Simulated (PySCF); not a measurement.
# Se²⁹⁺: fine-structure interval

Se²⁹⁺ [He] 2s2 2p1 [2p1/2^1, M_J = 1/2] → Se²⁹⁺ [He] 2s2 2p1 [2p3/2^1, M_J = 3/2], as a difference of total energies. All numbers are calculated (PySCF 2.14, the two-component X2C-1e Hamiltonian, in an even-tempered Gaussian basis (17 s from 10 bohr⁻², ratio 2.4; 12 p from 13 bohr⁻², ratio 2.4; 5 d from 45 bohr⁻², ratio 2.6; 4 f from 67 bohr⁻², ratio 2.6)). Correlated levels: nothing frozen; the 34 highest virtual spinors dropped. "Screened" scales the spin-orbit matrix elements by Boettger's factors to mimic the two-electron term; Breit and QED terms are absent.

| method | fine-structure interval (cm⁻¹) |
| --- | --- |
| GHF (screened spin-orbit) | 397660 |
| GMP2 (screened spin-orbit) | 394680 |
| GHF (bare spin-orbit) | 422960 |
